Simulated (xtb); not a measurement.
O4Os, charge +1, doublet, from a rough starting geometry (GFN-xTB shapes and energies of metal compounds can be far from the true ones) (the multiplicity is a formal guess); xtb with GFN2-xTB.

The xtb input:
```
$ xtb mol.xyz --gfn 2 --chrg 1 --uhf 1 --opt vtight --json

# file mol.xyz
5

Os    -0.01698420    -0.01362199     0.03251029
O      1.10788882     0.69829119    -0.97737341
O      0.71759468    -0.82735570     1.22212729
O     -0.96446503    -0.99885249    -0.82552248
O     -0.93766380     1.18627352     0.65398310
```

What does xtb print? Leave out banner, timings and long lists.


```
   ID    Z sym.   atoms
    1   76 Os     1
    2    8 O      2-5

           -------------------------------------------------
          |                Calculation Setup                |
           -------------------------------------------------

           -------------------------------------------------
          |                 G F N 2 - x T B                 |
           -------------------------------------------------

          ...................................................
          :                      SETUP                      :
          :.................................................:
          :  # basis functions                  26          :
          :  # atomic orbitals                  25          :
          :  # shells                           11          :
          :  # electrons                        31          :
          :  max. iterations                   250          :
          :  Hamiltonian                  GFN2-xTB          :
          :  restarted?                      false          :
          :  GBSA solvation                  false          :
          :  PC potential                    false          :
          :  electronic temp.          300.0000000     K    :
          :  accuracy                    1.0000000          :
          :  -> integral cutoff          0.2500000E+02      :
          :  -> integral neglect         0.1000000E-07      :
          :  -> SCF convergence          0.1000000E-05 Eh   :
          :  -> wf. convergence          0.1000000E-03 e    :
          :  Broyden damping             0.4000000          :
          :  net charge                          1          :
          :  unpaired electrons                  1          :
          ...................................................

 iter      E             dE          RMSdq      gap      omega  full diag
   1    -18.7847913 -0.187848E+02  0.541E+00    3.68       0.0  T
   2    -18.7283053  0.564860E-01  0.486E+00    3.22       1.0  T
   3    -18.6930066  0.352987E-01  0.598E+00    3.43       1.0  T
   4    -18.7764757 -0.834691E-01  0.277E+00    3.71       1.0  T
   5    -18.7848427 -0.836701E-02  0.188E+00    3.50       1.0  T
   6    -18.7977289 -0.128862E-01  0.586E-01    3.53       1.0  T
   7    -18.7980461 -0.317248E-03  0.496E-01    3.54       1.0  T
   8    -18.7976905  0.355591E-03  0.570E-01    3.53       1.0  T
   9    -18.7978088 -0.118245E-03  0.502E-01    3.54       1.0  T
[...]
         :: total energy             -18.728327318371 Eh    ::
 * total energy  :   -18.7283273 Eh     change       -0.3861658E-09 Eh
 * total energy  :   -18.7294166 Eh     change       -0.1089268E-02 Eh
 * total energy  :   -18.7299153 Eh     change       -0.4987441E-03 Eh
 * total energy  :   -18.7299580 Eh     change       -0.4269946E-04 Eh
 * total energy  :   -18.7299722 Eh     change       -0.1417445E-04 Eh
 * total energy  :   -18.7299766 Eh     change       -0.4348234E-05 Eh
 * total energy  :   -18.7299775 Eh     change       -0.9754692E-06 Eh
 * total energy  :   -18.7299775 Eh     change       -0.1899792E-07 Eh
   *** GEOMETRY OPTIMIZATION CONVERGED AFTER 8 ITERATIONS ***
         :: total energy             -18.729977548094 Eh    ::
[...]

     #   Z          covCN         q      C6AA      α(0)
     1  76 Os       3.237     1.379   235.979    31.576
     2   8 O        0.809    -0.095    16.452     5.437
     3   8 O        0.809    -0.095    16.453     5.437
     4   8 O        0.809    -0.095    16.452     5.437
     5   8 O        0.809    -0.095    16.452     5.437

 Mol. C6AA /au·bohr⁶  :        971.985024
 Mol. C8AA /au·bohr⁸  :      61603.430218
 Mol. α(0) /au        :         53.324799

Wiberg/Mayer (AO) data.
largest (>0.10) Wiberg bond orders for each atom

 ---------------------------------------------------------------------------
     #   Z sym  total        # sym  WBO       # sym  WBO       # sym  WBO
 ---------------------------------------------------------------------------
     1  76 Os   7.329 --     5 O    1.832     3 O    1.832     4 O    1.832
                             2 O    1.832
     2   8 O    2.371 --     1 Os   1.832     5 O    0.180     4 O    0.180
                             3 O    0.180
     3   8 O    2.371 --     1 Os   1.832     4 O    0.180     5 O    0.180
                             2 O    0.180
     4   8 O    2.371 --     1 Os   1.832     3 O    0.180     2 O    0.180
                             5 O    0.180
     5   8 O    2.371 --     1 Os   1.832     2 O    0.180     3 O    0.180
                             4 O    0.180
 ---------------------------------------------------------------------------

Topologies differ in total number of bonds
Writing topology from bond orders to xtbtopo.mol

molecular dipole:
                 x           y           z       tot (Debye)
 q only:       -0.035       0.017       0.040
   full:       -0.035       0.017       0.040       0.143
molecular quadrupole (traceless):
                xx          xy          yy          xz          yz          zz
 q only:       -0.000      -0.000      -0.001      -0.002       0.001       0.001
  q+dip:       -0.001      -0.000      -0.000      -0.002       0.001       0.001
   full:       -0.001      -0.000      -0.000      -0.003       0.001       0.001

optimized geometry written to: xtbopt.xyz

           -------------------------------------------------
          | TOTAL ENERGY              -18.729977548094 Eh   |
          | GRADIENT NORM               0.000048299203 Eh/α |
          | HOMO-LUMO GAP               3.729396087678 eV   |
           -------------------------------------------------

normal termination of xtb
```
